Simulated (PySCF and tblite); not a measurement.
C₃H₇Br, numbered as in [CH3:1][CH2:2][CH2:3][Br:4].

Free energies: PBE0-D3(BJ)/pcSseg-1 (IEF-PCM, chloroform) on GFN2-xTB structures plus GFN2-xTB thermal terms, symmetry and mirror images included. Conformers within 3 kcal/mol (GFN2-xTB free energy) were kept, 10 at most. GIAO shieldings: PBE0/pcSseg-1 (IEF-PCM, chloroform). Shifts are against TMS (¹H), TMS (¹³C) at the same level. Programs: PySCF with density fitting and tblite.

Torsions listed: C1–C2–C3–Br4. Of a mirror pair one member is shown.

```tsv
conformer	shape	weight %	dipole D
1	-66°	73.4	2.61
2	180°	26.6	2.71
```

(1) How do the computed shifts compare with measured ones?

Answers

(1) 
```tsv
nucleus	signal	leading conformer	average	measured	medium
¹H	H1	1.19	1.16	1.06	not stated per compound (mostly CDCl3 or CCl4)
¹H	H2	1.84	1.84	1.89	not stated per compound (mostly CDCl3 or CCl4)
¹H	H3	3.82	3.75	3.35	not stated per compound (mostly CDCl3 or CCl4)
¹³C	C1	14.6	14.9	13	not stated per compound (mostly CDCl3 or CCl4)
¹³C	C2	31.3	32.0	26.4	not stated per compound (mostly CDCl3 or CCl4)
¹³C	C3	52.1	51.2	35.6	not stated per compound (mostly CDCl3 or CCl4)
```

Measured values: Pretsch, Buehlmann, Badertscher, Structure Determination of Organic Compounds, 4th ed. (2009). Mean difference for ¹H: 0.15 ppm, scatter 0.19 ppm. Mean difference for ¹³C: 7.70 ppm, scatter 5.79 ppm. The computed shifts are unscaled and lack vibrational corrections. Spin–orbit effects are left out too, so ¹³C shifts of carbons that carry Cl, Br or I come out too high.
